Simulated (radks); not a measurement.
The numbers below are computed, except where a source is named.
Trend from Zn3+ to Hg3+: ionisation energy by Delta-SCF between NIST ground configurations, and size. Level of theory: Dirac Kohn-Sham, BLYP, spin-unpolarised, spherical densities, finite nucleus; open shells are shared between the two j in proportion to 2j + 1; Fermi nuclear charge, rms radius of each element as measured or else 0.836 A^(1/3) + 0.57 fm (a radial shooting solver on a logarithmic mesh with Libxc functionals).

species  configuration  configuration of the ion  IE (eV)  NIST (eV)    kind   -e(HOMO) (eV)
Zn3+          [Ar] 3d9                  [Ar] 3d8   61.785      59.57    exp.  50.545 (3d5/2)
Cd3+          [Kr] 4d9                  [Kr] 4d8   53.914         51  theory  45.374 (4d5/2)
Hg3+     [Xe] 4f14 5d9             [Xe] 4f14 5d8   49.589       48.6    exp.  41.493 (5d5/2)

Reference values: NIST Atomic Spectra Database (exp. = measured, semi-emp. = semi-empirical, theory = theoretical value adopted there). Spin polarisation and multiplet splitting are left out, so open shells lie too high by an amount that depends on their filling. Sharing an open shell by 2j + 1 raises it above the true ground level by a part of the spin-orbit splitting, which enters the differences from NIST.

Beside tabulated values, note that spin-unpolarised runs miss the spin-polarisation part of the exchange energy of open shells.
